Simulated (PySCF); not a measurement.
Ge⁺: ionisation energy

Ge⁺ [Ar] 3d10 4s2 4p1 (2P) → Ge²⁺ [Ar] 3d10 4s2 (1S), as a difference of total energies. Calculation: PySCF 2.14, in cc-pVTZ-PP with ECP10MDF (5s4p3d1f, 39 functions); a scalar-relativistic core potential. Correlated levels: valence: 3s2 3p6 3d10 frozen. The calculations carry no spin-orbit coupling.

```csv
method,ionisation energy (eV),error (eV)
UHF,15.246,-0.543
LDA,15.811,+0.022
M06-L,15.499,-0.290
MP2 (valence),15.482,-0.307
SCS-MP2 (valence),15.469,-0.320
CCSD (valence),15.554,-0.235
CCSD(T) (valence),15.576,-0.213
```

Reference: 15.789 eV (measured; NIST levels, between the centres of gravity of the two terms).

Errors of the correlated levels include the incompleteness of this basis and the frozen core.
